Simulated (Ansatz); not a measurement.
A set of 12 reactions (atomization), with CCSD(T)/CBS values in kJ/mol:

| reaction | ΔE |
| --- | --- |
| `[BH3-][NH2+]C` → B• + C• + 8 H• + N• | 3767.0 |
| `C=C1OC=C1C` → 5 C• + 6 H• + O• | 5214.7 |
| `P[O][SbH2]` → 4 H• + O• + P• + Sb• | 1844.6 |
| `F[Si@@H]1O[C@H]1[SiH3]` → C• + F• + 5 H• + O• + 2 Si• | 3596.5 |
| `BrC1=COC1` → Br• + 3 C• + 3 H• + O• | 3197.6 |
| `[OH][SnH]([F])[F]` → 2 F• + 2 H• + O• + Sn• | 1980.6 |
| `N[SiH2]CBS` → B• + C• + 8 H• + N• + S• + Si• | 4562.9 |
| `F[SiH2]N[SiH2]Cl` → Cl• + F• + 5 H• + N• + 2 Si• | 3459.9 |
| `BO[SiH2][GeH2][F]` → B• + F• + Ge• + 6 H• + O• + Si• | 3723.9 |
| `F[SiH]1[S][GeH2]1` → F• + Ge• + 3 H• + S• + Si• | 2201.9 |
| `CO[SiH2][SeH]` → C• + 6 H• + O• + Se• + Si• | 3402.0 |
| `C[Si](F)(F)I` → C• + 2 F• + 3 H• + I• + Si• | 3108.7 |

Isolated molecules relaxed with PBE0-D4/def2-TZVP in Ansatz; ΔE leaves out vibrations. CCSD(T)/CBS is the MP2 limit (def2-TZVPP, def2-QZVPP) plus CCSD(T) − MP2 in def2-TZVPP, frozen cores. This one scheme is used for every species, atoms too. DFT in def2-TZVPP. B3LYP here is the variant with VWN-RPA as its local correlation; programs differ in this. No spin–orbit coupling; open shells (•) take unrestricted orbitals. Spin–orbit coupling would lower the free atoms: a little for B, C, Cl, F, O, S, Si; clearly for Br, Ge, Se; strongly for I, Sn. def2 core potentials past Kr. Bonds to Br, Ge, I, Sb, Se, Sn are less sure, by a few kJ/mol each and by 10 to 20 or more in all where they break to atoms, as the def2 sets lack core-valence functions. Scalar relativity is left out up to krypton. Each species was taken in one conformer, which may not be the lowest.

**Question.** Give the mean, mean absolute and largest difference (level minus CCSD(T)/CBS, kJ/mol) for: PBE-D4, r2SCAN-D4, PBE0-D4, B3LYP-D4, ωB97X-V, B2PLYP, PBE, r2SCAN, B3LYP, SCS-MP2/def2-TZVPP, CCSD(T)/def2-TZVPP, MP2/def2-QZVPP, MP2/CBS(def2), CCSD/CBS(def2). (Estimate.)

**Answer.** The calculation gave: 
```json
{"level": "PBE-D4", "mean": "45.0", "mean absolute": "48.6", "largest": "216.2"}
{"level": "r2SCAN-D4", "mean": "0.3", "mean absolute": "17.7", "largest": "45.7"}
{"level": "PBE0-D4", "mean": "-19.8", "mean absolute": "45.8", "largest": "85.0"}
{"level": "B3LYP-D4", "mean": "-15.5", "mean absolute": "28.1", "largest": "-64.6"}
{"level": "ωB97X-V", "mean": "8.6", "mean absolute": "15.6", "largest": "32.5"}
{"level": "B2PLYP", "mean": "-48.1", "mean absolute": "48.1", "largest": "-67.2"}
{"level": "PBE", "mean": "25.2", "mean absolute": "42.6", "largest": "193.6"}
{"level": "r2SCAN", "mean": "-4.5", "mean absolute": "17.6", "largest": "39.8"}
{"level": "B3LYP", "mean": "-47.6", "mean absolute": "48.7", "largest": "-80.1"}
{"level": "SCS-MP2/def2-TZVPP", "mean": "-55.5", "mean absolute": "55.5", "largest": "-73.1"}
{"level": "CCSD(T)/def2-TZVPP", "mean": "-97.0", "mean absolute": "97.0", "largest": "-129.0"}
{"level": "MP2/def2-QZVPP", "mean": "18.3", "mean absolute": "34.8", "largest": "76.2"}
{"level": "MP2/CBS(def2)", "mean": "57.0", "mean absolute": "60.4", "largest": "129.3"}
{"level": "CCSD/CBS(def2)", "mean": "-52.8", "mean absolute": "52.8", "largest": "-99.8"}
```

The largest T1 diagnostic in the set is 0.015, for `P[O][SbH2]` (customary mark 0.02).

CCSD(T)/CBS is a level of theory with its own doubt, and the functionals carry their triple-zeta basis error, so these figures describe this set and don't rank the functionals.
